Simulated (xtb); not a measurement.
xtb input (GFN-FF):

```bash
xtb mol.xyz --gfnff --opt tight --chrg 1 --uhf 0
```
mol.xyz:
```
4

S      1.56923687    -0.30498979     0.11767735
C      0.09578570    -0.03208337     0.02546648
S     -1.48646509     0.34133103    -0.18265028
H     -1.89906265    -0.38895954     0.88676794
```

End of the output:

```
         :::::::::::::::::::::::::::::::::::::::::::::::::::::
         ::                     SUMMARY                     ::
         :::::::::::::::::::::::::::::::::::::::::::::::::::::
         :: total energy               0.925514174907 Eh    ::
         :: gradient norm              0.000468540050 Eh/a0 ::
         ::.................................................::
         :: bond energy               -0.526187524781 Eh    ::
         :: angle energy               0.000920398236 Eh    ::
         :: torsion energy             0.000000000000 Eh    ::
         :: repulsion energy           0.022768241771 Eh    ::
         :: electrostat energy         1.429571725861 Eh    ::
         :: dispersion energy         -0.001558117920 Eh    ::
         :: HB energy                  0.000000000000 Eh    ::
         :: XB energy                  0.000000000000 Eh    ::
         :: bonded atm energy         -0.000000548261 Eh    ::
         :: external energy            0.000000000000 Eh    ::
         :: add. restraining           0.000000000000 Eh    ::
         :: total charge               1.000000000000 e     ::
         :::::::::::::::::::::::::::::::::::::::::::::::::::::

           -------------------------------------------------
          |                Property Printout                |
           -------------------------------------------------

molecular dipole:
                 x           y           z       tot (Debye)
 q only:       -0.229      -0.213       0.333       1.161
           -------------------------------------------------
          |                Geometry Summary                 |
           -------------------------------------------------

      molecular mass/u    :       77.1482515
   center of mass at/Å    :        0.0373773       0.0046972      -0.0134369
  moments of inertia/u·Å² :        0.1853836E+01   0.1679091E+03   0.1697629E+03
rotational constants/cm⁻¹ :        0.9093378E+01   0.1003974E+00   0.9930101E-01

 * 3 selected distances

     #   Z          #   Z                                           value/Å
     1  16 S        2   6 C                                       1.5946781
     2   6 C        3  16 S                                       1.6142345 (max)
     3  16 S        4   1 H                                       1.3802636 (min)

 * 2 distinct bonds (by element types)

   Z      Z             #   av. dist./Å        max./Å        min./Å
   1 H   16 S           1     1.3802636     1.3802636     1.3802636
   6 C   16 S           2     1.6044563     1.6142345     1.5946781

optimized geometry written to: xtbopt.xyz

           -------------------------------------------------
          | TOTAL ENERGY                0.925514174907 Eh   |
          | GRADIENT NORM               0.000468540050 Eh/α |
           -------------------------------------------------
########################################################################
[WARNING] Runtime exception occurred
-1- gfnff_setup: Could not read topology file.
########################################################################

------------------------------------------------------------------------
------------------------------------------------------------------------
 total:
Note: The following floating-point exceptions are signalling: IEEE_UNDERFLOW_FLAG IEEE_DENORMAL
normal termination of xtb
 SCF:
 ANC optimizer:
```

It need not be the lowest isomer of its formula.
